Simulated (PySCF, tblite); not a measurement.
Species: C5H15BOSi.
Geometry (GFN2-xTB, Å), atoms numbered from 1 in this order:
```xyz
23
C5H15BOSi angstrom
C     -3.5484    0.5859    0.3165
C     -2.2264    0.5185   -0.4371
C     -1.2586   -0.4582    0.2285
O     -0.0522   -0.5747   -0.5020
B      1.1908   -1.5751    0.0226
C      2.1482   -0.3230   -0.4234
Si     3.5271    0.3228    0.6873
C      0.8806    0.5198   -0.4448
H     -4.2163    1.3000   -0.1577
H     -4.0346   -0.3865    0.3266
H     -3.3860    0.8991    1.3452
H     -1.7725    1.5118   -0.4673
H     -2.4001    0.1958   -1.4658
H     -1.0498   -0.1442    1.2612
H     -1.6882   -1.4638    0.2537
H      1.1675   -2.5544   -0.6367
H      1.0523   -1.7320    1.1899
H      2.5211   -0.4412   -1.4425
H      4.6776   -0.5790    0.6444
H      3.0499    0.4662    2.0677
H      3.9411    1.6620    0.2355
H      0.7355    1.0870    0.4812
H      0.7367    1.1902   -1.3007
```

Jobs on this species (23 atoms, 72 electrons) with PySCF (density fitting) and tblite. Hardware of each: one thread, Arm Neoverse N1 (aarch64), shared host. Times come from a shared host and carry two figures at best.

Question: Rank these jobs by wall time, shortest first.
A. GFN2-xTB; Hessian by finite differences
B. PBE0/pcSseg-1; shieldings, ring-centre shieldings, charges and field gradients; 218 basis functions
C. GFN2-xTB; L-BFGS relaxation

Answer: A (1.6 s), C (2.6 s), B (82 s).

All jobs:

```
level and settings                                                             work  basis functions  SCF cycles  wall time
          GFN2-xTB                                    Hessian by finite differences                –           –      1.6 s
          GFN2-xTB                                                L-BFGS relaxation                –           –      2.6 s
     PBE0/pcSseg-1  shieldings, ring-centre shieldings, charges and field gradients              218          13       82 s
```

What do all jobs in the table cost together?

About 86 s; the longest takes about 95 % of that, and about 51 times as long as the shortest.
